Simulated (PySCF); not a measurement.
Reaction (SMILES): N#P (N-P) + H+ → [NH+]#P
B3LYP-D3(BJ)/def2-TZVP geometries, fixed; electronic energies without zero-point terms; positive where energy is released.

Effect of the SCF energy threshold at HF/def2-TZVP with PySCF, against the last row, where the proton affinity is 204.71 kcal/mol. The proton sits at the site shown, which need not be the one that binds it best.

```json
[
 {"setting": "conv_tol: 1e-4", "SCF cycles, largest species": "5", "largest shift of a total energy (mEh)": "0.001", "shift of the proton affinity (kcal/mol)": "0.000"},
 {"setting": "conv_tol: 1e-5", "SCF cycles, largest species": "6", "largest shift of a total energy (mEh)": "0.000", "shift of the proton affinity (kcal/mol)": "0.000"},
 {"setting": "conv_tol: 1e-6", "SCF cycles, largest species": "7", "largest shift of a total energy (mEh)": "0.000", "shift of the proton affinity (kcal/mol)": "0.000"},
 {"setting": "conv_tol: 1e-7", "SCF cycles, largest species": "8", "largest shift of a total energy (mEh)": "0.000", "shift of the proton affinity (kcal/mol)": "0.000"},
 {"setting": "conv_tol: 1e-11", "SCF cycles, largest species": "10", "largest shift of a total energy (mEh)": "0.000", "shift of the proton affinity (kcal/mol)": "0.000"}
]
```

Within 0.02 kcal/mol in the proton affinity: conv_tol: 1e-4; conv_tol: 1e-5; conv_tol: 1e-6; conv_tol: 1e-7. The largest shift is 0.001 mEh in a total energy and 0.000 kcal/mol in the difference.
